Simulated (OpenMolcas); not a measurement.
**W3+ in a point-charge field**

W3+ among 4 point charges of -1.25 e arranged as a tetrahedron (Td), 2.02 Å from the ion.

| Property | Result |
| --- | --- |
| Program | OpenMolcas 26.06 |
| Method | CASSCF |
| Basis | ANO-RCC-VDZP [7s6p4d2f1g] |
| Scalar Hamiltonian | DKH2, point nucleus |
| Active space | 3 electrons in 5 orbitals (5d) |
| State averaging | 2S+1 = 4 even, 10 roots; 2S+1 = 2 even, 40 roots |
| Spin-orbit coupling | RASSI with atomic mean-field integrals over the reference wave functions |

The lowest spin-free states (labels of Td), above the lowest:

```json
{"State": "4T1", "Degeneracy": "3", "E (cm-1)": "0.0", "Free-ion L (%)": "F (99)"}
{"State": "4T2", "Degeneracy": "3", "E (cm-1)": "3289", "Free-ion L (%)": "F (100)"}
{"State": "4A2", "Degeneracy": "1", "E (cm-1)": "7057", "Free-ion L (%)": "F (100)"}
{"State": "2E", "Degeneracy": "2", "E (cm-1)": "9671", "Free-ion L (%)": "G (55)"}
{"State": "2T1", "Degeneracy": "3", "E (cm-1)": "12493", "Free-ion L (%)": "G (67)"}
{"State": "2T2", "Degeneracy": "3", "E (cm-1)": "12672", "Free-ion L (%)": "G (85)"}
{"State": "4T1", "Degeneracy": "3", "E (cm-1)": "13337", "Free-ion L (%)": "P (99)"}
{"State": "2A1", "Degeneracy": "1", "E (cm-1)": "14567", "Free-ion L (%)": "G (100)"}
{"State": "2T1", "Degeneracy": "3", "E (cm-1)": "15941", "Free-ion L (%)": "P (66)"}
{"State": "2T2", "Degeneracy": "3", "E (cm-1)": "17414", "Free-ion L (%)": "H (70)"}
{"State": "2T1", "Degeneracy": "3", "E (cm-1)": "17971", "Free-ion L (%)": "H (73)"}
{"State": "2E", "Degeneracy": "2", "E (cm-1)": "18704", "Free-ion L (%)": "H (64)"}
{"State": "2T1", "Degeneracy": "3", "E (cm-1)": "20527", "Free-ion L (%)": "H (62)"}
{"State": "2T2", "Degeneracy": "3", "E (cm-1)": "21018", "Free-ion L (%)": "D (73)"}
{"State": "2E", "Degeneracy": "2", "E (cm-1)": "21357", "Free-ion L (%)": "D (52)"}
{"State": "2T2", "Degeneracy": "3", "E (cm-1)": "28103", "Free-ion L (%)": "F (97)"}
{"State": "2T1", "Degeneracy": "3", "E (cm-1)": "28348", "Free-ion L (%)": "F (94)"}
{"State": "2A2", "Degeneracy": "1", "E (cm-1)": "28526", "Free-ion L (%)": "F (100)"}
{"State": "2T2", "Degeneracy": "3", "E (cm-1)": "43692", "Free-ion L (%)": "D (97)"}
{"State": "2E", "Degeneracy": "2", "E (cm-1)": "43820", "Free-ion L (%)": "D (100)"}
```

The lowest levels with spin-orbit coupling:

```tsv
E (cm-1)	Degeneracy	Label	2S+1	g
0.0	4	Γ8	4 (90 %)	
2985	2	Γ7	4	1.97 1.97 1.97
4585	4	Γ8	4	
7560	2	Γ6	4	0.34 0.34 0.34
7646	4	Γ8	4	
8070	2	Γ7	4	3.78 3.78 3.78
9822	2	Γ6	4 (80 %)	1.47 1.47 1.47
10233	4	Γ8	4 (68 %)	
12683	4	Γ8	4 (53 %)	
13717	4	Γ8	4 (61 %)	
14956	2	Γ6	4 (65 %)	2.27 2.27 2.27
16301	4	Γ8	2 (59 %)	
17372	2	Γ7	2	2.49 2.49 2.49
17379	2	Γ6	2 (81 %)	0.17 0.17 0.17
18064	4	Γ8	2 (78 %)	
19510	2	Γ6	2 (82 %)	1.36 1.36 1.36
20057	2	Γ7	4	2.53 2.53 2.53
20061	4	Γ8	4 (83 %)	
20795	4	Γ8	2 (77 %)	
23195	4	Γ8	2 (68 %)
```

Powder χT (cm3 K/mol): 0.0893 at 2 K, 0.0904 at 10 K, 0.0963 at 50 K, 0.104 at 100 K, 0.118 at 200 K, 0.133 at 300 K. The effective moment at 300 K is 2.828 √(χT) = 1.03 μB.

A least-squares ligand-field fit to the states below 45000 cm-1, each weighted by its degeneracy and with a free common offset, gives 10Dq = -3961 cm-1 (negative for this site), B = 698 cm-1 and C = 2939 cm-1 (C/B = 4.21), with an rms deviation of 173 cm-1.

Spin-orbit coupling mixes the spin-free states strongly: the lowest level takes only 64 % from its leading state, 4T1. Without dynamic correlation the repulsion within the d shell is too large (B by tens of per cent), so at a given field states of lower spin stand too high. Point charges give a weaker field than real ligands, and real ions of this kind are as a rule low spin; the high spin found here belongs to the model. Point charges carry no covalency, so the field is a model and not that of real ligands. No measured value stands beside these numbers.
